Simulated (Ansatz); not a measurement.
`C[SiH](N)N` + GeH₄ → `N[SiH](N)[GeH3]` + CH₄  (formal exchange of groups at the Si–C bond)

Computed with Ansatz on PBE0-D4/def2-TZVP structures; ΔE is electronic, products minus reactants. CCSD(T)/CBS adds triple-zeta CCSD(T) − MP2 to the extrapolated MP2 energy (def2 sets, frozen cores). This one scheme is used for every species. Functionals use def2-TZVPP. For Ge outer-core shells are correlated without core-valence functions, which leaves a few kJ/mol of doubt a bond. Scalar relativity is left out up to krypton. Each species was taken in one conformer, which may not be the lowest.

`C[SiH](N)N`:

Cartesian coordinates in Å:
```
C -1.150 0.361 1.021
Si 0.028 -0.413 -0.204
N 1.658 -0.607 0.287
N 0.044 0.634 -1.564
H -0.826 1.367 1.299
H -1.204 -0.242 1.931
H -2.162 0.431 0.612
H -0.423 -1.817 -0.454
H 2.235 0.180 0.534
H 1.965 -1.455 0.732
H -0.784 1.140 -1.831
H 0.620 0.421 -2.362
```

GeH₄:

```xyz
5

Ge    0.000    0.000    0.000
H     0.889   -0.005   -1.250
H    -1.233   -0.878   -0.247
H    -0.447    1.436    0.304
H     0.791   -0.553    1.193
```

`N[SiH](N)[GeH3]`:

```xyz
12

N     1.082    0.011    1.445
Si    0.611   -0.133   -0.196
N     0.444   -1.803   -0.547
Ge   -1.367    1.198   -0.388
H     0.897    0.851    1.968
H     1.891   -0.478    1.792
H     1.589    0.335   -1.224
H     0.612   -2.139   -1.480
H    -0.228   -2.373   -0.058
H    -1.205    2.600    0.236
H    -2.566    0.530    0.315
H    -1.760    1.403   -1.864
```

CH₄:

```xyz
5

C     0.000    0.000    0.000
H     0.214   -0.093    1.064
H    -0.785   -0.703   -0.276
H     0.901   -0.219   -0.572
H    -0.330    1.016   -0.216
```

| level | ΔE (kJ/mol) | difference from CCSD(T)/CBS |
| --- | --- | --- |
| PBE-D4 | -21.3 | -9.6 |
| r2SCAN-D4 | -14.1 | -2.4 |
| PBE0-D4 | -16.9 | -5.2 |
| ωB97X-V | -9.1 | 2.6 |
| ωB97M-V | -7.1 | 4.6 |
| B2PLYP | -10.4 | 1.3 |
| PBE | -20.0 | -8.3 |
| HF/def2-TZVPP | -0.6 | 11.1 |
| MP2/def2-TZVPP | -8.3 | 3.4 |
| SCS-MP2/def2-TZVPP | -6.9 | 4.8 |
| HF/def2-QZVPP | 0.7 | 12.4 |
| MP2/def2-QZVPP | -9.0 | 2.7 |
| SCS-MP2/def2-QZVPP | -7.1 | 4.6 |
| HF/CBS(def2) | 0.9 | 12.6 |
| MP2/CBS(def2) | -10.4 | 1.3 |
| CCSD/CBS(def2) | -10.3 | 1.4 |
| CCSD(T)/CBS | -11.7 | 0 |

Largest T1 diagnostic among the species: 0.012.

In def2-TZVPP, CCSD(T) changes the Hartree–Fock value by −9.0 kJ/mol (the triples alone add −1.4 kJ/mol) and MP2 by −7.7 kJ/mol. From PBE to PBE0 (25 % exact exchange), in def2-TZVPP and without D4, ΔE moves by +4.5 kJ/mol.
